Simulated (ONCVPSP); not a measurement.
# u(r) = r·R(r): atom against pseudo-atom (ruthenium)

Columns: radius, all-electron u(r) and pseudo u(r) of the 4d shell (level -37.35 eV) of ruthenium in the configuration [Ar] 3d10 4s2 4p6 4d5; PBE, scalar-relativistic, ONCV scheme, ONCVPSP 4.0.1.

```csv
r (bohr),all-electron,pseudo
0.085,-0.1357,0.0023
0.170,-0.3703,0.0179
0.255,-0.4405,0.0566
0.340,-0.3423,0.1231
0.425,-0.1490,0.2160
0.510,0.0748,0.3280
0.595,0.2898,0.4490
0.680,0.4763,0.5677
0.765,0.6267,0.6744
0.850,0.7401,0.7622
0.935,0.8189,0.8276
1.020,0.8677,0.8702
1.105,0.8916,0.8917
1.190,0.8959,0.8953
1.275,0.8849,0.8843
1.360,0.8626,0.8622
1.445,0.8321,0.8318
1.530,0.7958,0.7956
1.615,0.7557,0.7557
1.700,0.7136,0.7135
1.785,0.6704,0.6703
1.870,0.6272,0.6271
1.955,0.5846,0.5845
2.040,0.5431,0.5431
2.125,0.5032,0.5031
2.210,0.4650,0.4650
```

(1) How many radial nodes do the two functions have?

(2) At about which radius was the pseudo-wave matched?

(3) Is the pseudo-wave norm-conserving?

Results:

(1) The all-electron 4d function has n − l − 1 = 1; the pseudo-wave has 0, since the states of the same l below it are removed with the core.

(2) 1.70 bohr. The columns agree to 0.0005 from 1.36 bohr on; several derivatives are matched, so the curves merge somewhat inside the radius.

(3) Yes: the ONCV scheme keeps the norm inside the radius equal to the all-electron one, which fixes the energy derivative of the logarithmic derivative at the level.
